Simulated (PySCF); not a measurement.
## Size series: silsesquioxane

All values: TDA CAM-B3LYP/def2-SVP, gas phase, PySCF SCF with an in-house response code, fitting set def2-universal-JFIT up to Ne and JKFIT beyond, grid level 1 (kernel 0), vertical, one conformer each, geometries GFN2-xTB; core orbitals frozen in the response, virtual orbitals above 1.5 Eh left out. The lowest 6 singlets were sought, and the brightest is taken among them. The runs took 5 to 30 CPU minutes each on shared server CPUs.

Without diffuse functions Rydberg states are missing, so unbound LUMOs, wide gaps and states within about 2 eV of the ionisation energy come out too high, and electron affinities are rough. The basis has no diffuse functions, so the polarisability comes out too low.

```
corners with Me                                                                                                                  system       formula  HOMO-LUMO gap / eV  S1 / eV  brightest singlet sought / eV  polarisability / bohr³  HOMO / eV
              2                 C[Si@]12O[Si@@H]3O[Si@H]4O[Si@H]5O[Si@@H](O3)O[Si@@H]3O[Si@H](O5)O[Si@H](O[Si@H](O4)O1)O[Si@@](C)(O3)O2  C2H14O15Si10               11.51     8.71                           9.21                     205     -10.51
              4            C[Si@@]12O[Si@@H]3O[Si@H]4O[Si@@H]5O[Si@H]6O[Si@@H](O3)O[Si@@](C)(O1)O[Si@](C)(O6)O[Si@](C)(O5)O[Si@H](O4)O2  C4H18O15Si10               12.16     9.18                           9.30                     225     -10.38
              6          C[Si@@]12O[Si@H]3O[Si@H]4O[Si@@H]5O[Si@@H](O1)O[Si@]1(C)O[Si@](C)(O5)O[Si@](C)(O4)O[Si@](C)(O3)O[Si@](C)(O2)O1  C6H22O15Si10               12.11     9.18                           9.29                     246     -10.27
              8  C[Si@]12O[Si@@H]3O[Si@@H]4O[Si@]5(C)O[Si@](C)(O1)O[Si@@]1(C)O[Si@@](C)(O5)O[Si@@](C)(O4)O[Si@@](C)(O3)O[Si@@](C)(O2)O1  C8H26O15Si10               11.56     8.92                           9.17                     267     -10.08
```
